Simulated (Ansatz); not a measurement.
Gas-phase electronic energies from Ansatz, PBE0-D4/def2-TZVP geometries. CCSD(T)/CBS is the MP2 limit (def2-TZVPP, def2-QZVPP) plus CCSD(T) − MP2 in def2-TZVPP, frozen cores. This one scheme is used for every species, atoms too. Functionals use def2-TZVPP. B3LYP here is the variant with VWN-RPA as its local correlation; programs differ in this. No spin–orbit coupling; open shells (•) take unrestricted orbitals. Spin–orbit coupling would lower the free atoms: a little for C, Cl, O, Si. Each species was taken in one conformer, which may not be the lowest.

Reaction (atomization): `OC[SiH2]CCl` → 2 C• + Cl• + 7 H• + O• + Si•

```csv
level,ΔE (kJ/mol),difference from CCSD(T)/CBS
LDA (SPW92),4780.7,596.3
PBE-D4,4244.8,60.4
revPBE-D4,4149.0,-35.4
r2SCAN-D4,4186.0,1.6
B3LYP-D4,4168.7,-15.7
r2SCANh-D4,4162.2,-22.2
r2SCAN0-D4,4128.4,-56.0
BHLYP-D4,4057.3,-127.1
CAM-B3LYP-D4,4186.9,2.5
ωB97X-V,4194.1,9.7
PBE,4218.3,33.9
BLYP,4096.8,-87.6
PBE0,4157.0,-27.4
B3LYP,4126.0,-58.4
LC-ωPBE,4151.7,-32.7
CCSD/def2-SVP,3888.7,-295.7
CCSD(T)/CBS,4184.4,0
```

Q: What do rigid-rotor, harmonic-oscillator terms from PBE0-D4/def2-TZVP frequencies (298.15 K, 1 bar) make of the CCSD(T)/CBS value? (An estimate is asked.)

A: The calculation gave: ΔZPE = -230.5 kJ/mol, ΔH = +4006.4 kJ/mol, ΔS = 1261 J/(mol·K), ΔG = +3630.5 kJ/mol. Open shells count their whole term as degenerate.

Largest T1 diagnostic among the species: 0.012.

From r2SCAN to r2SCAN0 (25 % exact exchange), in def2-TZVPP and without D4, ΔE moves by −58.8 kJ/mol: exact exchange takes away binding that semilocal exchange gives to molecules. At CCSD(T), def2-SVP lies −256.4 kJ/mol from the extrapolated value and def2-TZVPP −112.8 kJ/mol: correlation converges slowly with the basis, and small sets miss more of it in the bonded molecule than in its fragments.

For atomizations the MP2-based limit and the directly extrapolated one differ by several kJ/mol either way, and by 10 to 25 for some Ge, Se and Sn compounds, so smaller differences from it don't rank the levels.
